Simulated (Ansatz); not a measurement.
A nudged elastic band was laid between two geometries of CHFOSeSi (6 atoms, charge 0, multiplicity 1).

These are results of Ansatz 0.2.0, RKS r2SCAN-D4/def2-SVP, not measurements.

| Property | Result |
| --- | --- |
| movable images | 9 |
| climbing image | yes |
| spring | 5.0 eV/Å² |
| optimiser | quadratic models (default) |
| start path | through a guess of the saddle point |
| force threshold | 0.05 eV/Å |
| iteration limit | 56 |
| end points | relaxed |

First end point:

```xyz
6
Properties=species:S:1:pos:R:3
F -1.152 -1.367 1.140
Si -0.035 -0.281 0.739
O 0.737 -0.569 -0.781
C -0.030 0.567 -0.862
Se -0.345 1.675 -2.171
H 0.866 -0.090 1.889
```

Last end point:

```xyz
6
Properties=species:S:1:pos:R:3
F -1.380 -2.211 0.981
Si -0.204 -1.146 1.329
O -0.296 -0.262 -0.141
C 0.444 0.796 -0.483
Se 0.306 1.644 -2.018
H 1.173 1.115 0.286
```

Task: What changes between the two ends?

Result: Bonds broken: Si2–C4, Si2–H6. Bonds formed: C4–H6.

Task: Give the energies along the band, and the barrier.

Result: It did not converge within its limit. The highest image is number 2 of 0 to 10, 37.1 kcal/mol above the first end and 45.3 kcal/mol above the last; the last end lies 8.2 kcal/mol below the first. The band didn't meet its force threshold, so its energies are provisional: the largest band force was still 0.18 eV/Å, and over the last iterations the top stayed at 1.61 eV. Neighbouring images lie up to 1.7 Å apart, so the band is torn or far too coarse. Inner images lie below an end point, which means an intermediate or an end that isn't the lowest structure nearby. The orbitals stay closed-shell, which can raise the energy where a bond breaks towards radicals; this wasn't checked here.

```json
{"image": "0", "path coordinate (Å)": "0.00", "energy (kcal/mol)": "0.0", "Si2–C4 (Å)": "1.81", "Si2–H6 (Å)": "1.47", "C4–H6 (Å)": "2.97"}
{"image": "1", "path coordinate (Å)": "0.55", "energy (kcal/mol)": "9.6", "Si2–C4 (Å)": "1.77", "Si2–H6 (Å)": "1.46", "C4–H6 (Å)": "2.67"}
{"image": "2", "path coordinate (Å)": "1.10", "energy (kcal/mol)": "37.1", "Si2–C4 (Å)": "2.01", "Si2–H6 (Å)": "1.47", "C4–H6 (Å)": "2.39"}
{"image": "3", "path coordinate (Å)": "2.80", "energy (kcal/mol)": "11.1", "Si2–C4 (Å)": "3.30", "Si2–H6 (Å)": "1.55", "C4–H6 (Å)": "3.50"}
{"image": "4", "path coordinate (Å)": "4.49", "energy (kcal/mol)": "11.6", "Si2–C4 (Å)": "3.23", "Si2–H6 (Å)": "1.55", "C4–H6 (Å)": "2.83"}
{"image": "5", "path coordinate (Å)": "6.18", "energy (kcal/mol)": "-3.9", "Si2–C4 (Å)": "2.66", "Si2–H6 (Å)": "2.63", "C4–H6 (Å)": "1.13"}
{"image": "6", "path coordinate (Å)": "7.87", "energy (kcal/mol)": "-9.2", "Si2–C4 (Å)": "2.81", "Si2–H6 (Å)": "3.01", "C4–H6 (Å)": "1.10"}
{"image": "7", "path coordinate (Å)": "9.53", "energy (kcal/mol)": "-8.7", "Si2–C4 (Å)": "2.81", "Si2–H6 (Å)": "3.08", "C4–H6 (Å)": "1.10"}
{"image": "8", "path coordinate (Å)": "11.19", "energy (kcal/mol)": "-12.0", "Si2–C4 (Å)": "2.55", "Si2–H6 (Å)": "3.46", "C4–H6 (Å)": "1.10"}
{"image": "9", "path coordinate (Å)": "12.84", "energy (kcal/mol)": "-11.9", "Si2–C4 (Å)": "2.73", "Si2–H6 (Å)": "3.53", "C4–H6 (Å)": "1.10"}
{"image": "10", "path coordinate (Å)": "14.50", "energy (kcal/mol)": "-8.2", "Si2–C4 (Å)": "2.73", "Si2–H6 (Å)": "2.85", "C4–H6 (Å)": "1.11"}
```

The band took 56 iterations and about 50 core-minutes.

Run time: 24 min on 2 threads of Arm Neoverse V2, on a shared host, peak memory 0.17 GiB.
